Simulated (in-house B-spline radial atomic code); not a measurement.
A fraction x of an electron is removed from 2p in neutral aluminium, starting from [Ne] 3s2 3p1 and keeping the highest spin. All numbers are computed (scalar-relativistic (X2C) AM05, spin-polarised, spherical fractional occupations; Fermi nucleus of rms radius 3.061 fm) with an all-electron radial atomic-structure program (B-spline basis), not measured.

| x | E(x) - E(0) (eV) | 2p down level (eV) |
| --- | --- | --- |
| 0 | 0.0000 | -69.402 |
| 0.04 | 2.7947 | -70.335 |
| 0.25 | 18.0886 | -75.354 |
| 0.31 | ? | ? |
| 0.44 | 32.8504 | -80.058 |
| 0.5 | 37.6993 | -81.573 |
| 0.59 | 45.1441 | -83.872 |
| 0.64 | 49.3699 | -85.161 |
| 0.78 | 61.5478 | -88.820 |
| 0.95 | ? | ? |
| 1 | 81.7323 | -94.702 |

(1) What belongs in the row x = 0.31?

(2) What belongs in the row x = 0.95?

(3) Check Janak's theorem between x = 0.04 and 0.25.

Results:

(1) An energy change of 22.6539 eV; 2p down at -76.824 eV.

(2) An energy change of 77.0310 eV; 2p down at -93.351 eV.

(3) The slope of the energy is 72.83 eV; the orbital levels give 72.84 eV (-ε of the emptying orbital, averaged over the two points).
